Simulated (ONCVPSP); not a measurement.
u(r) = r·R(r): atom against pseudo-atom (B)

Columns: radius, all-electron u(r) and pseudo u(r) of the 2s shell (level -9.92 eV) of boron in the configuration [He] 2s1 2p2; PBE, scalar-relativistic, ONCV scheme, ONCVPSP 4.0.1.

```
r (bohr)  all-electron  pseudo
   0.110       -0.2821  0.0436
   0.220       -0.2916  0.0915
   0.330       -0.1821  0.1465
   0.440       -0.0292  0.2094
   0.550        0.1294  0.2793
   0.660        0.2756  0.3544
   0.770        0.4018  0.4323
   0.880        0.5059  0.5100
   0.990        0.5886  0.5831
   1.100        0.6509  0.6460
   1.210        0.6947  0.6932
   1.320        0.7224  0.7223
   1.430        0.7363  0.7362
   1.540        0.7387  0.7387
   1.650        0.7319  0.7319
   1.760        0.7178  0.7177
   1.870        0.6979  0.6979
   1.980        0.6737  0.6737
   2.090        0.6465  0.6465
   2.200        0.6172  0.6172
   2.310        0.5865  0.5865
   2.420        0.5552  0.5552
   2.530        0.5239  0.5239
   2.640        0.4928  0.4928
   2.750        0.4623  0.4623
   2.860        0.4327  0.4327
```

How many radial nodes do the two functions have?

The all-electron 2s function has n − l − 1 = 1; the pseudo-wave has 0, since the states of the same l below it are removed with the core.

At about which radius was the pseudo-wave matched?

1.35 bohr, where the columns begin to agree (steps of 0.11 bohr).

Is the pseudo-wave norm-conserving?

Yes: the ONCV scheme keeps the norm inside the radius equal to the all-electron one, which fixes the energy derivative of the logarithmic derivative at the level.
